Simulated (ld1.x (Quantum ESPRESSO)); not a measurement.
phosphorus (P): excitation energies, all-electron against TM

phosphorus, norm-conserving Troullier–Martins (Kleinman–Bylander form), made with ld1.x (Quantum ESPRESSO) 7.5 (PW91, scalar-relativistic). Core [Ne], reference 3s2 3p3. Waves: 3p (bound): rc 2.05 bohr; 3d channel at -0.05 Ry: rc 2.10 bohr; 3s (bound): rc 1.40 bohr. Local part: the s channel. Core correction: none.

Energies are relative to the spin-unpolarised reference configuration 3s2 3p3; without spin polarisation the order of configurations can differ from experiment.

Problem. Give the all-electron excitation energy and the error of the potential for: 3s2 3p2; 3s2 3p1; 3s2 3p0; 3s1 3p3; 3s2 3p3.3; 3s2 3p2.5; 3s1 3p4.

Solution.

| valence configuration | charge | ΔE all-electron (eV) | error AE − PS (meV) |
| --- | --- | --- | --- |
| 3s2 3p2 | +1 | 9.776 | +2.1 |
| 3s2 3p1 | +2 | 28.983 | +17 |
| 3s2 3p0 | +3 | 58.804 | +66 |
| 3s1 3p3 | +1 | 18.901 | +8.1 |
| 3s2 3p3.3 | -0.3 | -1.319 | +0.2 |
| 3s2 3p2.5 | +0.5 | 3.797 | +0.3 |
| 3s1 3p4 | 0 | 8.540 | +2.1 |

Levels in the configuration 3s1 3p4:

```csv
level,all-electron (eV),pseudo (eV)
3s,-14.721,-14.714
3p,-6.111,-6.109
```

ld1.x printed “convergence not achieved” for 7 of the counted tests; their residual had stalled under 1e-8, short of the target of 1e-14.
